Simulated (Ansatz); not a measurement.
**Question.** Name a neutral molecule of C, N, O, Sn and H with size of the dipole moment (PBE/def2-TZVPP) between 1.75 and 2.05 D and LUMO energy (ωB97M-V/def2-TZVPP) between 0.05 and 0.35 eV (Ansatz, PBE0-D4/def2-TZVP geometry).

**Answer.** `C[O][Sn][NH2]` (1.85 D, 0.14 eV). Other molecules can fit too; these were computed, each in one conformer that needn't be the lowest.
